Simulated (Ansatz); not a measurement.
A nudged elastic band was laid between two geometries of CH4BFO + H2S (11 atoms, charge 0, multiplicity 1).

Level of theory: RHF/6-31G* in Ansatz 0.2.0.

- movable images: 9
- climbing image: yes
- spring: 2.0 to 10.0 eV/Å², energy-weighted
- optimiser: quadratic models (default)
- start path: through a guess of the saddle point
- force threshold: 0.05 eV/Å
- iteration limit: 60
- end points: relaxed

Image 0:

```xyz
11
Properties=species:S:1:pos:R:3
B 0.072 -0.548 -0.258
O 0.072 -0.022 0.981
H -0.799 0.096 1.341
C 1.399 -0.801 -1.063
H 1.445 -1.828 -1.416
H 1.426 -0.169 -1.948
H 2.284 -0.597 -0.473
F -1.105 -0.851 -0.804
S -0.258 3.170 2.053
H -0.116 4.083 3.006
H 0.835 2.496 2.375
```

Image 10:

```xyz
11
Properties=species:S:1:pos:R:3
B -0.007 0.785 -0.214
O 0.083 -0.482 2.168
H -0.740 -0.941 2.063
C 1.308 0.108 -0.743
H 1.241 -0.971 -0.658
H 1.438 0.347 -1.798
H 2.199 0.438 -0.222
F -1.174 0.170 -0.344
S -0.141 2.512 0.400
H 1.147 2.827 0.382
H -0.099 0.235 2.761
```

Task: Which bonds break or form, and what moves?

Result: Bonds broken: B1–O2, S9–H11. Bonds formed: B1–S9, O2–H11. CH4BFO + H2S becomes CH4BFS + H2O.

Task: What energy profile does the band end with?

Result: It converged. The highest image is number 6 of 0 to 10, 2.27 eV above the first end and 1.32 eV above the last; the last end lies 0.94 eV above the first. Another band between the same ends (9 images) ends at a top of the same energy, where a vibrational analysis finds 1 clearly imaginary mode. The orbitals stay closed-shell, which can raise the energy where a bond breaks towards radicals; this wasn't checked here.

| image | path coordinate (Å) | energy (eV) | B1–O2 (Å) | S9–H11 (Å) | B1–S9 (Å) |
| --- | --- | --- | --- | --- | --- |
| 0 | 0.00 | 0.00 | 1.35 | 1.32 | 4.39 |
| 1 | 1.32 | 0.00 | 1.35 | 1.32 | 4.18 |
| 2 | 2.64 | 0.01 | 1.35 | 1.33 | 4.24 |
| 3 | 3.96 | 0.04 | 1.35 | 1.33 | 3.87 |
| 4 | 5.28 | 0.55 | 1.37 | 1.34 | 2.87 |
| 5 | 5.69 | 1.67 | 1.43 | 1.48 | 2.54 |
| 6 | 5.95 | 2.27 | 1.50 | 1.72 | 2.45 |
| 7 | 6.22 | 1.96 | 1.58 | 1.93 | 2.25 |
| 8 | 6.54 | 1.44 | 1.70 | 2.17 | 2.02 |
| 9 | 7.07 | 1.09 | 2.08 | 2.60 | 1.88 |
| 10 | 7.98 | 0.94 | 2.70 | 3.28 | 1.84 |

Task: What is the geometry of the highest image?

Result: 
```xyz
11
Properties=species:S:1:pos:R:3
B -0.019 0.146 0.123
O -0.085 -0.124 1.600
H -0.935 -0.473 1.863
C 1.348 -0.102 -0.597
H 1.450 -1.170 -0.794
H 1.392 0.413 -1.549
H 2.199 0.202 0.002
F -1.193 -0.073 -0.447
S -0.070 2.475 0.874
H 1.234 2.722 0.939
H -0.067 1.013 1.780
```

Run time: 2.3 min on 1 thread of AMD EPYC 9R45 96-Core Processor (Zen 5), on a shared host, peak memory 0.21 GiB.
